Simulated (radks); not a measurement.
Problem. Species: Ni3+. Configuration: [Ar] 3d4 4s2 4p1 (not the ground configuration). Method: Dirac Kohn-Sham, BLYP, spin-unpolarised, spherical densities, finite nucleus; open shells fill j = l - 1/2 first; Fermi nuclear charge, rms radius 3.7757 fm; computed with a radial shooting solver on a logarithmic mesh with Libxc functionals. Some entries of the table are withheld. Estimate them.

orbital,occ.,eigenvalue (eV),<r^2> (bohr^2)
1s1/2,2,-8285.713,0.003936
2s1/2,2,-1058.770,(1)
2p1/2,2,(2),0.05584
2p3/2,4,(3),0.05741
3s1/2,2,-179.3492,(4)
3p1/2,2,(5),(6)
3p3/2,4,(7),(8)
3d3/2,4,-74.0683,0.7404
3d5/2,0,-73.7246,0.7455
4s1/2,2,-42.1415,4.091
4p1/2,1,-32.7661,(9)
4p3/2,0,-32.4398,(10)

Solution. 
(1) 2s1/2 <r^2> (bohr^2): 0.07074
(2) 2p1/2 eigenvalue (eV): -933.2606
(3) 2p3/2 eigenvalue (eV): -915.7928
(4) 3s1/2 <r^2> (bohr^2): 0.5864
(5) 3p1/2 eigenvalue (eV): -140.4923
(6) 3p1/2 <r^2> (bohr^2): 0.6243
(7) 3p3/2 eigenvalue (eV): -138.0207
(8) 3p3/2 <r^2> (bohr^2): 0.6382
(9) 4p1/2 <r^2> (bohr^2): 5.146
(10) 4p3/2 <r^2> (bohr^2): 5.234
